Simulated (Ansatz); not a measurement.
```yaml
crystal:
  periodic: [false, false, false]
  atoms:
    - {symbol: Pb, position_ang: [0.440761, -0.624056, -0.487676]}
    - {symbol: S, position_ang: [-0.920239, 0.031029, 0.104905]}
    - {symbol: S, position_ang: [0.348015, 0.593026, 0.397757]}
basis:
  gaussian: {orbitals: def2-SVPD}
magnetization: {spin_polarized: true, initial_magnetization: 0}
hamiltonian: {xc: {name: HF}}
correlation: {method: mp2, electrons: outside_noble_gas}
output: {forces: true}
```

```sh
$ ansatz run in.yaml --threads 4 --pin off --events-out ev --progress --plain --max-ram 3916MiB
```

Output, abridged:

```
Functional definition: HF
911 factors; integrals over basis functions are off by at most 6.3e-4 eV
mean field evaluation 1: about -26791.4200 eV, gradient 1.6e1 eV
mean field evaluation 2: about -26791.6744 eV, gradient 1.7e1 eV
mean field evaluation 4: about -26793.2012 eV, gradient 1.5e0 eV
mean field evaluation 8: about -26793.2255 eV, gradient 1.9e-3 eV
mean field evaluation 16: about -26793.1940 eV, gradient 5.2e-1 eV
mean field -26793.22545722 eV, -984.6328744522 hartree, gradient 1.3e-6 eV, S^2 0.000000; 2 other end points of the search recorded, 0 dependent functions left out
19 core orbitals not correlated, not the lowest: weight in the atoms' cores, before any rotation towards them, 0.527 or more for the frozen orbitals, at most 0.437 for the correlated occupied ones
reference -26793.22545722 eV, -984.6328744522 hartree; 8, 8 occupied and 59, 59 virtual orbitals, 911 factors
second order -8.24915915 eV of doubles, -0.00000000 eV of singles
Total energy: -26801.47461636 eV, -984.9360254594 hartree
Atom 0 at     0.440761    -0.624056    -0.487676 Å, force    63.219391  -109.277609   -84.356798 eV/Å
Atom 1 at    -0.920239     0.031029     0.104905 Å, force  -112.979958     2.612823    11.879617 eV/Å
Atom 2 at     0.348015     0.593026     0.397757 Å, force    49.760567   106.664786    72.477180 eV/Å
Dipole moment:     0.001891     0.061141     0.043900 e Å
```

Task: What is wrong with this run?

Result: The geometry is squeezed to about two thirds of its size. The calculation finished and met its thresholds. The result belongs to that input, not to the species as meant.
